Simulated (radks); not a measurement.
Species: the chromium ion Cr+. Configuration: [Ar] 3d3 4s2 (not the ground configuration). Method: scalar-relativistic Kohn-Sham, PBEsol, spin-polarised, spherical densities, finite nucleus; open shells are filled with parallel spins first; Fermi nuclear charge, rms radius 3.6452 fm; computed with a radial shooting solver on a logarithmic mesh with Libxc functionals.

Unscreened Slater integrals over Kohn-Sham orbitals (hartree). They are taken over the spin-up orbitals.

F0(4s,4s): 0.33228
F0(4s,3d): 0.41554
G2(4s,3d): 0.053094
F0(4s,3p): 0.42515
G1(4s,3p): 0.028507
F0(4s,3s): 0.42736
G0(4s,3s): 0.020338
F0(3d,3d): 0.80484
F2(3d,3d): 0.37342
F4(3d,3d): 0.23255
F0(3d,3p): 0.87270
F2(3d,3p): 0.41336
G1(3d,3p): 0.51325
G3(3d,3p): 0.31095
F0(3d,3s): 0.89396
G2(3d,3s): 0.39043
F0(3p,3p): 0.95938
F2(3p,3p): 0.48102
F0(3p,3s): 0.98462
G1(3p,3s): 0.65352
F0(3s,3s): 1.0123

Derived for the open shells (J is the average intra-shell exchange parameter used in DFT+U). 3d: Racah B = F2/49 - 5 F4/441 = 0.004984 hartree, C = 35 F4/441 = 0.01846 hartree, C/B = 3.70, F4/F2 = 0.623, J = (F2 + F4)/14 = 0.04328 hartree.
